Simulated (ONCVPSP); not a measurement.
**boron (B): one change to an ONCV potential, before and after**

boron, optimised norm-conserving Vanderbilt (ONCV), made with ONCVPSP 4.0.1 (PBE, scalar-relativistic). Core [He], reference 2s2 2p1. Waves: 2s: rc 1.25 bohr, ncon 4, nbas 9, qcut 5.5 1/bohr, 2 projectors, debl 1.5 Ha; 2p: rc 2.65 bohr, ncon 3, nbas 7, qcut 6.1 1/bohr, 3 projectors, debl 0.5 Ha. Local part: polynomial inside 1.10 bohr (lpopt 1, dvloc0 -1 Ha). Core correction: none.

Change: p: qcut 8.

Cutoffs: the cutoffs (Ha) at which the residual kinetic energy of the hardest occupied pseudo-wave falls to 1 and 0.1 mHa per electron; they do not see the model core or the augmentation charge, which bear on the density cutoff. Errors are all-electron minus pseudo energies relative to the spin-unpolarised reference configuration.

Predict the effect on cutoff, ghosts and configuration errors.

The potential gets neither clearly harder nor softer (12 Ha and 17 Ha → 12 Ha and 17 Ha); of the 4 tests that both files solve, the error grows in 0 and shrinks in 2 by more than 15 % and 0.3 meV (median size 35.6 → 27.6 meV); neither file shows a bound ghost.

| quantity | base | changed |
| --- | --- | --- |
| cutoff, loose | 12 Ha | 12 Ha |
| cutoff, tight | 17 Ha | 17 Ha |
| loose cutoff by channel | s 12 Ha, p 9.0 Ha | s 12 Ha, p 10 Ha |
| bound ghosts | none | none |
| GHOST(+) flags under 300 eV | none | none |
| error for 2s2 2p0, meV [ΔE 8.22 eV] | +42 | +36 |
| error for 2s1 2p0, meV [ΔE 33.64 eV] | +161 | +141 |
| error for 2s2 2p0.5, meV [ΔE 2.89 eV] | +5.7 | +4.7 |
| error for 2s0 2p3, meV [ΔE 11.72 eV] | -29 | -20 |
| s: phases at 1.27 bohr within 0.05 rad from the reference energy up to (Ha; the scan ends near 5) | to the end of the scan | to the end of the scan |
| p: phases at 2.69 bohr within 0.05 rad from the reference energy up to (Ha; the scan ends near 5) | 3.5 | 3.7 |
